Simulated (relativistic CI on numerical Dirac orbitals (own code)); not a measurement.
**Judd-Ofelt analysis for Eu³⁺**

Computed by Dirac-Coulomb-Breit CI, separate exchange-only KLI orbitals for each configuration, model QED (radiative potential, 1s self-energy scaled to tabulated hydrogen-like ionisation energies), valence Slater integrals scaled by 0.8 (own radial code, finite nucleus).

Configuration 4f6 alone, in intermediate coupling. Take Ω₂ = 4.55, Ω₄ = 3.89, Ω₆ = 5.48 (10⁻²⁰ cm²) and refractive index n = 1.98 as given. A_ED = 64π⁴e²ν³ n(n² + 2)²/[27h(2J + 1)] Σ Ω_λ |U^λ|², in Gaussian units with ν in cm⁻¹, and A_MD is n³ times the free-ion magnetic-dipole rate; a dash marks a rate that is forbidden or under 2 % of the level's free-ion decay.

Emitting level 5D_0 at 15160 cm⁻¹ (radiative decay alone: multiphonon quenching in a host is left out, and the level can lie too high or too low):

```tsv
To	ν (cm⁻¹)	U² squared	U⁴ squared	U⁶ squared	Free-ion A(M1) (s⁻¹)
7F_0	15160	0.0000	0.0000	0.0000	-
7F_1	14753	0.0000	0.0000	0.0000	12.3
7F_2	14059	0.0044	0.0000	0.0000	-
7F_3	13186	0.0000	0.0000	0.0000	-
7F_4	12210	0.0000	0.0034	0.0000	-
7F_5	11179	0.0000	0.0000	0.0000	-
7F_6	10131	0.0000	0.0000	0.0000	-
```

Task: Give the rates, branching ratios and the radiative lifetime.

Result: The rates are:

| To | λ (nm) | A_ED (s⁻¹) | A_MD (s⁻¹) | β (%) |
| --- | --- | --- | --- | --- |
| 7F_0 | 660 | 0 | 0 | 0.0 |
| 7F_1 | 678 | 0 | 95.7 | 17.6 |
| 7F_2 | 711 | 313 | 0 | 57.7 |
| 7F_3 | 758 | 0 | 0 | 0.0 |
| 7F_4 | 819 | 134 | 0 | 24.7 |
| 7F_5 | 895 | 0 | 0 | 0.0 |
| 7F_6 | 987 | 0 | 0 | 0.0 |

τ_rad = 1.84e-03 s. Computed level positions enter as ν³, so measured ones would change the rates. For the strongest line (711 nm) and an assumed effective width Δλ = 15 nm (300 cm⁻¹), the Füchtbauer-Ladenburg formula σ = λ⁴A/(8πcn²Δλ) gives a peak emission cross-section of 0.18 × 10⁻²⁰ cm².
